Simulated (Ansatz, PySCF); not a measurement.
C3H5ClOSi, SMILES Cl[Si@@H]1CC=CO1. Atoms are numbered in the order given.

```xyz
11

Cl     1.8391    -0.0227    -0.9455
Si     0.4339    -0.0747     0.5773
C     -0.9292    -1.3469     0.2767
C     -2.0849    -0.4213    -0.0557
C     -1.8293     0.8897     0.0775
O     -0.5770     1.2878     0.4867
H      1.1693    -0.0735     1.8591
H     -1.1301    -1.9616     1.1730
H     -0.6873    -2.0437    -0.5428
H     -3.0589    -0.7910    -0.3814
H     -2.5251     1.7112    -0.1068
```

Coordinates come from a B3LYP-D3(BJ)/def2-SVP optimisation. The structure was generated by enumeration; whether it is a known compound was not checked. One conformer was computed; it need not be the lowest.

Two levels are set side by side: PBE-D3(BJ)/def2-SVP (Ansatz, a quantum-chemistry and plane-wave program) and B3LYP-D3(BJ)/def2-SVP (Ansatz). Each level has its own optimised geometry; the coordinates shown are those of the second. Frequencies come from the Hessian of PySCF at each geometry. Differences are taken from unrounded values.

```json
[
 {"quantity": "mean bond length (Å)", "B3LYP-D3(BJ)": "1.433", "PBE-D3(BJ)": "1.441", "PBE-D3(BJ) minus B3LYP-D3(BJ)": "0.008"},
 {"quantity": "bond Cl1–Si2 (Å)", "B3LYP-D3(BJ)": "2.073", "PBE-D3(BJ)": "2.078", "PBE-D3(BJ) minus B3LYP-D3(BJ)": "0.005"},
 {"quantity": "bond Si2–C3 (Å)", "B3LYP-D3(BJ)": "1.889", "PBE-D3(BJ)": "1.894", "PBE-D3(BJ) minus B3LYP-D3(BJ)": "0.005"},
 {"quantity": "bond Si2–O6 (Å)", "B3LYP-D3(BJ)": "1.699", "PBE-D3(BJ)": "1.716", "PBE-D3(BJ) minus B3LYP-D3(BJ)": "0.017"},
 {"quantity": "bond C3–C4 (Å)", "B3LYP-D3(BJ)": "1.517", "PBE-D3(BJ)": "1.516", "PBE-D3(BJ) minus B3LYP-D3(BJ)": "-0.002"},
 {"quantity": "bond C4–C5 (Å)", "B3LYP-D3(BJ)": "1.342", "PBE-D3(BJ)": "1.353", "PBE-D3(BJ) minus B3LYP-D3(BJ)": "0.010"},
 {"quantity": "bond C5–O6 (Å)", "B3LYP-D3(BJ)": "1.376", "PBE-D3(BJ)": "1.379", "PBE-D3(BJ) minus B3LYP-D3(BJ)": "0.003"},
 {"quantity": "bond Si2–H7 (Å)", "B3LYP-D3(BJ)": "1.478", "PBE-D3(BJ)": "1.492", "PBE-D3(BJ) minus B3LYP-D3(BJ)": "0.014"},
 {"quantity": "bond C3–H8 (Å)", "B3LYP-D3(BJ)": "1.105", "PBE-D3(BJ)": "1.113", "PBE-D3(BJ) minus B3LYP-D3(BJ)": "0.008"},
 {"quantity": "bond C3–H9 (Å)", "B3LYP-D3(BJ)": "1.103", "PBE-D3(BJ)": "1.111", "PBE-D3(BJ) minus B3LYP-D3(BJ)": "0.008"},
 {"quantity": "bond C4–H10 (Å)", "B3LYP-D3(BJ)": "1.092", "PBE-D3(BJ)": "1.100", "PBE-D3(BJ) minus B3LYP-D3(BJ)": "0.008"},
 {"quantity": "bond C5–H11 (Å)", "B3LYP-D3(BJ)": "1.092", "PBE-D3(BJ)": "1.101", "PBE-D3(BJ) minus B3LYP-D3(BJ)": "0.009"},
 {"quantity": "highest harmonic wavenumber (cm⁻¹)", "B3LYP-D3(BJ)": "3220", "PBE-D3(BJ)": "3152", "PBE-D3(BJ) minus B3LYP-D3(BJ)": "-68"},
 {"quantity": "mean harmonic wavenumber (cm⁻¹)", "B3LYP-D3(BJ)": "1225", "PBE-D3(BJ)": "1189", "PBE-D3(BJ) minus B3LYP-D3(BJ)": "-36"},
 {"quantity": "zero-point energy (kcal/mol)", "B3LYP-D3(BJ)": "47.27", "PBE-D3(BJ)": "45.89", "PBE-D3(BJ) minus B3LYP-D3(BJ)": "-1.38"}
]
```

Exact exchange shortens and stiffens bonds; PBE has none. Differences between two approximate levels are no errors against the true value.
